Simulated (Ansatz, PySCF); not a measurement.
Complex: CH3F (SMILES CF) (first 5 atoms) with CH6Si (SMILES C[SiH3]); geometry from B3LYP-D3(BJ)/def2-TZVP, rigid monomers moved along the line of their centres of mass till F2···Si7 is 4.56 Å.
(charge 0, multiplicity 1):
```xyz
13

C     -0.6817     0.4925    -0.3017
F      0.3161    -0.2714     0.2995
H     -0.4888     0.5315    -1.3741
H     -1.6455     0.0230    -0.1049
H     -0.6574     1.4946     0.1264
C      1.1592    -1.0493     4.8421
Si    -0.2441     0.1903     4.8035
H      2.0242    -0.6406     5.3677
H      1.4619    -1.3056     3.8267
H      0.8550    -1.9644     5.3535
H     -0.6649     0.5461     6.1828
H     -1.4282    -0.3593     4.0988
H      0.1617     1.4422     4.1190
```

Counterpoise-corrected where a basis set is named; no monomer relaxation. Rows marked so take none.

Correlated levels freeze the cores. Rows in 3-21G carry no dispersion term and start afresh at each structure.

The values were computed with Ansatz (an electronic-structure program) with Gaussian orbitals; PySCF for 3-21G rows. 

Question: What interaction energy does HF/3-21G (no counterpoise) give?

Answer: -0.7 kcal/mol
